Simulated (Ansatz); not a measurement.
`[OH][Zr]([F])([SH])[Cl]`, relaxed with RKS PBE0-D4/def2-TZVP in the Gaussian-basis code of Ansatz from a GFN2-xTB geometry. The force threshold is 0.005 eV/Å; the program also tests the step.

Total charge 0; spin multiplicity 1. Zr: def2 effective core potential.

Start:

```xyz
7

O     1.045   -0.744    1.404
Zr    0.238    0.339    0.173
F     1.032    1.140   -1.298
S    -1.312   -1.096   -1.054
Cl   -1.142    1.968    0.940
H     1.528   -1.429    1.870
H    -1.389   -0.177   -2.036
```

```csv
step,energy (eV),largest force (eV/Å),largest move (Å)
1,-29432.5155,2.969,0.000
2,-29432.8393,0.497,0.200
3,-29432.8807,0.489,0.195
4,-29432.8976,0.276,0.049
5,-29432.9029,0.451,0.072
6,-29432.9063,0.023,0.031
7 (rejected),-29432.7907,2.985,0.196
8,-29432.9067,0.027,0.027
9,-29432.9069,0.027,0.019
10,-29432.9070,0.009,0.006
11,-29432.9070,0.002,0.005
```

End:

```xyz
7

O     1.041   -0.784    1.298
Zr    0.146    0.307    0.045
F     1.340    1.137   -1.172
S    -1.326   -1.201   -1.185
Cl   -1.111    1.990    1.102
H     1.552   -1.226    1.971
H    -1.642   -0.223   -2.057
```

It took 20 s on 2 threads of an AMD EPYC 7R13 on a shared host and a share of an NVIDIA H100 80 GB, with 0.93 GiB of host memory at the peak.
